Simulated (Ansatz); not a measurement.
These are frozen-core CCSD(T)/cc-pVTZ // PBE-D3(BJ)/def2-TZVP run with Ansatz (a quantum-chemistry and plane-wave program) values and carry that method's errors.

Ansatz 0.2 input:
```yaml
crystal:
  periodic: [false, false, false]
  atoms:
    - { symbol: O, position_ang: [-1.391614, -0.341187, -1.021852] }
    - { symbol: Ge, position_ang: [-0.007028, 0.024954, 0.021326] }
    - { symbol: O, position_ang: [1.36752, 0.490425, -0.995116] }
    - { symbol: O, position_ang: [0.423557, -1.433195, 0.931066] }
    - { symbol: Cl, position_ang: [-0.506586, 1.639805, 1.387829] }
    - { symbol: H, position_ang: [-1.729758, 0.464857, -1.449948] }
    - { symbol: H, position_ang: [2.110081, 0.811052, -0.453711] }
    - { symbol: H, position_ang: [-0.266172, -1.656711, 1.580407] }
basis:
  gaussian: { orbitals: cc-pVTZ }
correlation:
  method: ccsd_t
```

Output:

```
Functional definition: HF
1277 factors; integrals over basis functions are off by at most 6.0e-4 eV
mean field evaluation 1: about -75138.5199 eV, gradient 5.6e1 eV
mean field evaluation 2: about -75138.6797 eV, gradient 5.7e1 eV
mean field evaluation 4: about -75144.0411 eV, gradient 3.0e0 eV
mean field evaluation 8: about -75144.0809 eV, gradient 1.8e-1 eV
mean field evaluation 16: about -75141.5482 eV, gradient 3.9e1 eV
mean field -75144.08104177 eV, -2761.4940437974 hartree, gradient 2.4e-6 eV, S^2 0.000000; 0 other end points of the search recorded, 0 dependent functions left out
17 core orbitals not correlated
reference -75144.08104177 eV, -2761.4940437974 hartree; 21, 21 occupied and 171, 171 virtual orbitals, 1277 factors
second order -30.16877307 eV of doubles, -0.00000000 eV of singles
cycle   1  -29.76387614 eV  change    4.0e-1 eV  update   1.2e-1
cycle   2  -30.45977846 eV  change   -7.0e-1 eV  update   3.3e-2
cycle   3  -30.61280742 eV  change   -1.5e-1 eV  update   1.7e-2
cycle   4  -30.59325725 eV  change    2.0e-2 eV  update   3.7e-3
cycle   5  -30.59160589 eV  change    1.7e-3 eV  update   1.7e-3
cycle   6  -30.59279238 eV  change   -1.2e-3 eV  update   5.0e-4
cycle   7  -30.59246616 eV  change    3.3e-4 eV  update   1.9e-4
cycle   8  -30.59238048 eV  change    8.6e-5 eV  update   5.2e-5
cycle   9  -30.59240156 eV  change   -2.1e-5 eV  update   2.0e-5
perturbative correction -1.21720830 eV, -0.0447315799 hartree
Total energy: -75175.89065163 eV, -2762.6630253985 hartree
```

Cost: around 4 core-minutes (rough).
